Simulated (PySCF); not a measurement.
**TaN: from constants to spectrum**

RHF-CCSD(T) constants of TaN, ¹Σ⁺ (singlet), closed shell (PySCF, scalar-relativistic core potentials, basis sets Ta def2-TZVPP with ECP60, N def2-TZVPP; masses 180.9480 and 14.0031 u):

| Property | Result |
| --- | --- |
| ωe | 1066.0 cm⁻¹ |
| ωexe | 3.59 cm⁻¹ |
| Be | 0.45116 cm⁻¹ |
| αe | 0.00206 cm⁻¹ |
| D (centrifugal) | 3.23e-07 cm⁻¹ |
| De to Ta (5d3 6s2) + N | 6.36 eV |

Give the vibrational terms G(v) and spacings up to v = 6.

G(v) = ωe(v+½) − ωexe(v+½)².

```tsv
v	G(v) (cm⁻¹)	G(v) − G(v−1)	Bv (cm⁻¹)
0	532.1		0.4501
1	1590.9	1058.8	0.4481
2	2642.6	1051.6	0.4460
3	3687.0	1044.5	0.4440
4	4724.3	1037.3	0.4419
5	5754.4	1030.1	0.4398
6	6777.3	1022.9	0.4378
```

How well does the Morse estimate ωe²/(4ωexe) reproduce De, and what is D0?

It gives 9.81 eV, 154 % of the computed De. D0 = De − G(0) = 6.36 − 0.07 = 6.29 eV.

Correlated steps freeze 1 core orbital. Spin–orbit coupling is left out, which matters for elements this heavy, above all for dissociation energies. Where the molecule has an RHF reference, its open-shell atoms are computed with UHF. The CCSD T1 diagnostic is raised, a sign that a single reference may not be enough here.
